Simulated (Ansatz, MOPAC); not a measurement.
Species: SbF2, net charge 1, singlet state. SMILES: [F][Sb+][F]
Geometry: optimised at B3LYP-D3(BJ)/def2-TZVP (Ansatz, a quantum-chemistry and plane-wave program).

Wanted: vertical ionisation energy to the doublet, in eV. Set-up: no spin-orbit coupling; six Cartesian d functions in 6-31G* and its kin unless marked 5d; each state is the SCF solution reached for its charge and spin; no dispersion term unless named; UHF or UKS for open shells; def2 sets with scalar-relativistic core potentials past Kr; LANL2DZ with its own core potentials from Na on. First-principles rows: single points at B3LYP-D3(BJ) geometries (Ansatz). Semi-empirical rows: differences of heats of formation at the shared geometry for vertical values. The spin state of an ion or metal species was assumed, not searched.

```csv
species,coefficient,"E at B3LYP/6-31G* with LANL2DZ past Ar (Ansatz), Eh","E at PBE0/def2-TZVPD (Ansatz), Eh","heat of formation at AM1 (MOPAC), kcal/mol"
"charge 2, doublet",+1,-204.05783,-438.83873,535.43
"charge 1, singlet",-1,-204.78862,-439.57372,126.07
```

 1 Eh = 27.2114 eV and 1 eV = 23.0605 kcal/mol.

### Question
Compute it at each level from the table.

### Answer

- B3LYP/6-31G* with LANL2DZ past Ar: the sum of coefficient times E is 0.73079 Eh, or 19.886 eV. Result: 19.89 eV.
- PBE0/def2-TZVPD: the sum of coefficient times E is 0.73499 Eh, or 20.000 eV. Result: 20.00 eV.
- AM1: the sum of coefficient times heat of formation is 409.36 kcal/mol, or 17.75 eV.
